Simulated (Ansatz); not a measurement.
`C#CC1CC1` + `[SH][GaH2]` → `C#[C][GaH][SH]` + `C1CC1`  (formal exchange of groups at a C–C bond)

Calculated with Ansatz (gas phase, PBE0-D4/def2-TZVP geometries, no zero-point term in ΔE). CBS: MP2 limit from def2 TZ/QZ plus the TZ coupled-cluster correction, frozen cores. DFT in def2-TZVPP. For Ga outer-core shells are correlated without core-valence functions, which leaves a few kJ/mol of doubt a bond. Scalar relativity is left out up to krypton. Each species was taken in one conformer, which may not be the lowest.

```
        level  ΔE (kcal/mol)
  LDA (SPW92)           -6.6
 CAM-B3LYP-D4          -10.7
  HF/def2-SVP          -11.6
HF/def2-TZVPP          -13.0
```

Q: What does CCSD(T)/CBS give? (Estimate.)

A: Ansatz gave: -13.0 kcal/mol. The listed levels differ from it by 6.4, 2.3, 1.4, 0.0 kcal/mol.

Largest T1 diagnostic among the species: 0.014.

Leaving LDA and LC-ωPBE aside and taking each functional with its dispersion term where it has one, the values, not all of them listed here, spread over 3.0 kcal/mol, from B2PLYP to B97M-V. LDA lies +2.9 kcal/mol from PBE without D4. From BLYP to BHLYP (50 % exact exchange), in def2-TZVPP and without D4, ΔE moves by −0.8 kcal/mol.
